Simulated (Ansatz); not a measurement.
Molecule: CH₆GeO₃ (charge -1, doublet). SMILES of the parent species: [CH3][Ge]([OH])([OH])[OH]
Geometry from a B3LYP-D3(BJ)/def2-TZVP (Ansatz, a quantum-chemistry and plane-wave program) optimisation:
```
Ge
O 1 1.8530
H 2 0.9643 1 102.42
O 1 1.8530 2 107.57 3 -88.33
H 4 0.9643 1 102.42 2 88.33
O 1 2.0177 2 88.96 3 0.25
H 6 0.9630 1 105.05 2 126.20
C 1 2.0890 2 93.79 3 176.48
H 8 1.0910 1 109.60 2 -65.47
H 8 1.0910 9 110.27 1 120.74
H 8 1.0929 9 110.33 10 122.13
```
Charge -1, spin multiplicity 2.

Parts of the frozen-core correlation energy in aug-cc-pVDZ (Ansatz, hartree). Frozen orbitals: 18; correlated occupied orbitals by spin: 17 and 16; virtual: 147 and 148. Open shells are spin-unrestricted. No spin-orbit coupling. Non-relativistic.

```
term                             value
-------------------------  -----------
reference (HF)             -2341.37620
MP2 opposite-spin                    ?
MP2 same-spin                 -0.23574
CCSD correlation                     ?
(T)                                  ?
T1 diagnostic                    0.020
largest doubles amplitude        0.014
<S^2> of the reference           0.765
```

Q: Fill in the missing entries.

A: 
- MP2 opposite-spin, value: -0.66340
- CCSD correlation, value: -0.92779
- (T), value: -0.03167
